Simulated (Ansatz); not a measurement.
`F[CH2][GeH]1[CH2][O]1`, relaxed with RKS PBE-D4/def2-SVP in Ansatz 0.2.0 from a rough embedded geometry. The force threshold is 0.03 eV/Å; the program also tests the step.

Total charge 0; spin multiplicity 1.

Start:

```xyz
10

F    -2.132    1.551   -0.019
C    -1.210    0.811   -0.652
Ge   -0.291   -0.238    0.688
C     1.681   -0.522    0.342
O     0.849   -1.427   -0.205
H    -0.505    1.483   -1.173
H    -1.645    0.117   -1.412
H    -1.050   -1.138    1.662
H     2.218   -0.864    1.170
H     2.084    0.228   -0.402
```

| step | energy (eV) | largest force (eV/Å) | largest move (Å) |
| --- | --- | --- | --- |
| 1 | -63407.1727 | 2.382 | 0.000 |
| 2 | -63407.5088 | 1.035 | 0.197 |
| 3 | -63407.5706 | 0.235 | 0.110 |
| 4 (rejected) | -63407.5705 | 0.225 | 0.057 |
| 5 | -63407.5770 | 0.075 | 0.028 |
| 6 | -63407.5779 | 0.120 | 0.052 |
| 7 | -63407.5795 | 0.070 | 0.016 |
| 8 | -63407.5798 | 0.036 | 0.030 |
| 9 | -63407.5799 | 0.016 | 0.008 |

End:

```xyz
10

F    -2.112    1.673    0.001
C    -1.277    0.801   -0.678
Ge   -0.223   -0.275    0.611
C     1.682   -0.505    0.393
O     0.907   -1.397   -0.391
H    -0.578    1.365   -1.334
H    -1.883    0.117   -1.313
H    -1.027   -1.101    1.642
H     2.262   -0.955    1.227
H     2.249    0.278   -0.158
```

Run time 11 s (4 threads of a server CPU on a shared host); peak host memory 0.17 GiB.
